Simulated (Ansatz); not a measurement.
C3H6OSSi can be A, `C=C([SiH3])C(=O)S`, or B, `C=C1O[Si]1(C)S`.

Calculated with Ansatz (gas phase, PBE0-D4/def2-TZVP geometries, no zero-point term in ΔE). CCSD(T)/CBS is the MP2 limit (def2-TZVPP, def2-QZVPP) plus CCSD(T) − MP2 in def2-TZVPP, frozen cores. Functionals use def2-TZVPP. One conformer a species, not always the lowest.

Q: Which isomer does CCSD(T)/CBS put lower? Give the gap. (An estimate is asked.)

A: Ansatz gave: B, by 28.4 kcal/mol.

Q: Give E(B) − E(A) in kcal/mol with CCSD/def2-TZVPP, B2PLYP, ωB97M-V, HF/def2-TZVPP, r2SCAN-D4, CCSD(T)/def2-TZVPP, PBE0-D4. (Estimate.)

A: The calculation gave: CCSD/def2-TZVPP -27.0, B2PLYP -26.8, ωB97M-V -29.5, HF/def2-TZVPP -21.9, r2SCAN-D4 -29.6, CCSD(T)/def2-TZVPP -26.4, PBE0-D4 -29.5. None reverses the order clearly.

Largest T1 diagnostic: 0.016.

The D4 term adds +1.0 kcal/mol with B3LYP and +0.5 kcal/mol with PBE0; it sums over pairs of atoms, weighted by their polarisabilities, and B3LYP, whose exchange is more repulsive, gets the larger term. In def2-TZVPP, CCSD(T) changes the Hartree–Fock value by −4.5 kcal/mol (the triples alone add +0.6 kcal/mol) and MP2 by −7.4 kcal/mol.

B3LYP here is the variant with VWN-RPA as its local correlation; programs differ in this.
